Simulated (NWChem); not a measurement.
Molecule: CH4OSSe; SMILES CO[Se]S

```xyz
8

Se     0.7376     0.0310     0.0507
O     -0.1654    -1.4005    -0.5699
C     -1.1361    -1.9436     0.2898
H     -1.9796    -1.2463     0.4458
H     -1.5235    -2.8475    -0.2046
H     -0.7195    -2.2231     1.2743
S     -0.7164     1.6598    -0.0978
H     -1.2527     1.5722     1.1444
```
Atoms are numbered in this order, from 1.

Geometry: optimised at PBE0/def2-SVP.

Problem. List the 4 lowest vertical singlet excitations from B3LYP/def2-SVPD, TDA (NWChem).

Solution. 
```json
[
 {"state": "S1", "energy (eV)": "4.01", "oscillator strength": "0.007", "leading excitation (squared amplitude)": "HOMO → LUMO (0.82)"},
 {"state": "S2", "energy (eV)": "4.27", "oscillator strength": "0.001", "leading excitation (squared amplitude)": "HOMO → LUMO+1 (0.82)"},
 {"state": "S3", "energy (eV)": "5.06", "oscillator strength": "0.007", "leading excitation (squared amplitude)": "HOMO−1 → LUMO (0.96)"},
 {"state": "S4", "energy (eV)": "5.42", "oscillator strength": "0.011", "leading excitation (squared amplitude)": "HOMO → LUMO+2 (0.91)"}
]
```
